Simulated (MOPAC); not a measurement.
Job for MOPAC: PM7 on C2H4O2 (a complex).

```
PM7 1SCF PRECISE CHARGE=0 THREADS=1
C2H4O2

C      0.03190326 1     0.02945807 1    -0.07735461 1
H     -0.97734099 1    -0.28654657 1     0.18376286 1
H      0.26346853 1     0.96972907 1     0.42142123 1
H      0.74163091 1    -0.73660622 1     0.23239895 1
H      0.09864521 1     0.16842008 1    -1.15532657 1
O      0.17707972 1     1.08615226 1     3.40432379 1
C     -0.05277024 1    -0.04810807 1     3.33054021 1
O     -0.28264038 1    -1.18239652 1     3.26019981 1
```

The log:

```
*******************************************************************************
 **                                                                           **
 **                              MOPAC v23.2.5                                **
 **                                                                           **
 *******************************************************************************
 ** MOPAC's Digital Object Identifier: https://doi.org/10.5281/zenodo.6511958 **
 **                                                                           **
 ** Please cite the open-source release paper for use of this MOPAC version:  **
 ** J. E. Moussa and J. J. P. Stewart (2026)                                  **
 ** MOPAC: An open-source semiempirical molecular orbital program             **
 ** J. Open Source Softw., 11(119), 8025, https://doi.org/10.21105/joss.08025 **
 *******************************************************************************

                              PM7 CALCULATION RESULTS

 *******************************************************************************
 *  PM7        - The PM7 Hamiltonian to be used
 *
 *
 *
 *                 CHARGE ON SYSTEM = 0
 *
 *
 *
 *  PRECISE    - TIGHTER CRITERIA TO BE USED
 *  1SCF       - DO 1 SCF AND THEN STOP
 *  THREADS=1  - MULTI-THREADING NOT USED
 *  T=         - A TIME OF 172800.0 SECONDS REQUESTED
 *  DUMP=N     - RESTART FILE WRITTEN EVERY 7200.0 SECONDS REQUESTED
 *******************************************************************************
PM7 1SCF PRECISE CHARGE=0 THREADS=1
 C2H4O2

   ATOM   CHEMICAL          X               Y               Z
  NUMBER   SYMBOL      (ANGSTROMS)     (ANGSTROMS)     (ANGSTROMS)

     1       C          0.03190326  *   0.02945807  *  -0.07735461  *
     2       H         -0.97734099  *  -0.28654657  *   0.18376286  *
     3       H          0.26346853  *   0.96972907  *   0.42142123  *
     4       H          0.74163091  *  -0.73660622  *   0.23239895  *
     5       H          0.09864521  *   0.16842008  *  -1.15532657  *
     6       O          0.17707972  *   1.08615226  *   3.40432379  *
     7       C         -0.05277024  *  -0.04810807  *   3.33054021  *
     8       O         -0.28264038  *  -1.18239652  *   3.26019981  *



          CARTESIAN COORDINATES

    NO.       ATOM           X           Y           Z

     1         C          0.0319      0.0295     -0.0774
     2         H         -0.9773     -0.2865      0.1838
     3         H          0.2635      0.9697      0.4214
     4         H          0.7416     -0.7366      0.2324
     5         H          0.0986      0.1684     -1.1553
     6         O          0.1771      1.0862      3.4043
     7         C         -0.0528     -0.0481      3.3305
     8         O         -0.2826     -1.1824      3.2602

 General Reference for PM7:
 "Optimization of Parameters for Semiempirical Methods VI: More Modifications to the
 NDDO Approximations and Re-optimization of Parameters", J. J. P. Stewart, J. Mol. Mod., 1:32, 19 (2013)
 https://link.springer.com/article/10.1007/s00894-012-1667-x

           Empirical Formula: C2 H4 O2  =     8 atoms



      MOLECULAR POINT GROUP   :   Cs


      RHF CALCULATION, NO. OF DOUBLY OCCUPIED LEVELS = 12


 -------------------------------------------------------------------------------
 PM7 1SCF PRECISE CHARGE=0 THREADS=1
 C2H4O2



     1SCF WAS SPECIFIED, SO BFGS WAS NOT USED
     SCF FIELD WAS ACHIEVED


                              PM7 CALCULATION
                                                       MOPAC v23.2.5 Linux




          FINAL HEAT OF FORMATION =        -99.02587 KCAL/MOL =    -414.32425 KJ/MOL


          COSMO AREA              =        106.47 SQUARE ANGSTROMS
          COSMO VOLUME            =         88.15 CUBIC ANGSTROMS

          IONIZATION POTENTIAL    =         12.789596 EV
          HOMO LUMO ENERGIES (EV) =        -12.790  0.617
          NO. OF FILLED LEVELS    =         12
          MOLECULAR WEIGHT        =         60.0524         POINT GROUP:  Cs

          MOLECULAR DIMENSIONS (Angstroms)

            Atom       Atom       Distance
            O     6    H     5     4.65175
            O     8    H     3     2.73346
            H     2    H     4     1.77608


          SCF CALCULATIONS        =          1





   ATOM   CHEMICAL          X               Y               Z
  NUMBER   SYMBOL      (ANGSTROMS)     (ANGSTROMS)     (ANGSTROMS)

     1       C          0.03190326  *   0.02945807  *  -0.07735461  *
     2       H         -0.97734099  *  -0.28654657  *   0.18376286  *
     3       H          0.26346853  *   0.96972907  *   0.42142123  *
     4       H          0.74163091  *  -0.73660622  *   0.23239895  *
     5       H          0.09864521  *   0.16842008  *  -1.15532657  *
     6       O          0.17707972  *   1.08615226  *   3.40432379  *
     7       C         -0.05277024  *  -0.04810807  *   3.33054021  *
     8       O         -0.28264038  *  -1.18239652  *   3.26019981  *

                             CARTESIAN COORDINATES

   1    C        0.031903260     0.029458070    -0.077354610
   2    H       -0.977340990    -0.286546570     0.183762860
   3    H        0.263468530     0.969729070     0.421421230
   4    H        0.741630910    -0.736606220     0.232398950
   5    H        0.098645210     0.168420080    -1.155326570
   6    O        0.177079720     1.086152260     3.404323790
   7    C       -0.052770240    -0.048108070     3.330540210
   8    O       -0.282640380    -1.182396520     3.260199810


           Empirical Formula: C2 H4 O2  =     8 atoms



      MOLECULAR POINT GROUP   :   Cs


                  EIGENVALUES
 -34.36051 -32.88331 -25.06668 -21.00208 -17.48709 -17.48557 -16.15060 -13.86044
 -13.83598 -13.81363 -12.79635 -12.78960   0.61702   0.62427   1.41525   4.73032
   5.75363   5.76225   5.77217   7.25151


              NET ATOMIC CHARGES AND DIPOLE CONTRIBUTIONS

  ATOM NO.   TYPE          CHARGE      No. of ELECS.   s-Pop       p-Pop
    1          C          -0.609118        4.6091     1.04747     3.56165
    2          H           0.151290        0.8487     0.84871
    3          H           0.151936        0.8481     0.84806
    4          H           0.151545        0.8485     0.84846
    5          H           0.154562        0.8454     0.84544
    6          O          -0.327375        6.3274     1.87148     4.45589
    7          C           0.652754        3.3472     1.09973     2.24752
    8          O          -0.325593        6.3256     1.87145     4.45414
 DIPOLE           X         Y         Z       TOTAL
 POINT-CHG.    -0.000    -0.007    -0.031     0.031
 HYBRID        -0.001    -0.002    -0.012     0.012
 SUM           -0.001    -0.010    -0.042     0.043


          ATOMIC ORBITAL ELECTRON POPULATIONS

     Atom    s        px        py        pz
    1  C   1.04747   1.18563   1.18369   1.19233
    2  H   0.84871
    3  H   0.84806
    4  H   0.84846
    5  H   0.84544
    6  O   1.87148   1.62075   1.19746   1.63768
    7  C   1.09973   0.72596   0.79933   0.72223
    8  O   1.87145   1.62019   1.19703   1.63693

 **********************
 *                    *
 * JOB ENDED NORMALLY *
 *                    *
 **********************




 == MOPAC DONE ==
```

The run finished.

Cost: very roughly 0.010 core-seconds.
